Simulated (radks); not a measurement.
The numbers below are computed, except where a source is named.
Question: These are the eigenvalues of the occupied orbitals of an atom or ion with whole-number occupations (eV). Level of theory: Dirac Kohn-Sham, PBE, spin-unpolarised, spherical densities, finite nucleus; Fermi nuclear charge, rms radius of each element as measured or else 0.836 A^(1/3) + 0.57 fm (a radial shooting solver on a logarithmic mesh with Libxc functionals).

orbital  eigenvalue
1s1/2     -480.7772
2s1/2      -54.8109
2p1/2      -43.8400

Which element is it, and in what charge state? The configuration may be excited. Open shells, if any, fill j = l - 1/2 first.

Answer: Z = 7, nitrogen, charge +2: N2+ in 1s1 2s2 2p2. The list shows which subshells hold electrons but not how many an open one holds; the 1s level, -17.668 hartree, gives Z - s = 5.9 by -(Z - s)^2/2, which with screening and relativity narrows Z to a few neighbours, and the depths of the outer levels then fix element, charge and occupations together.
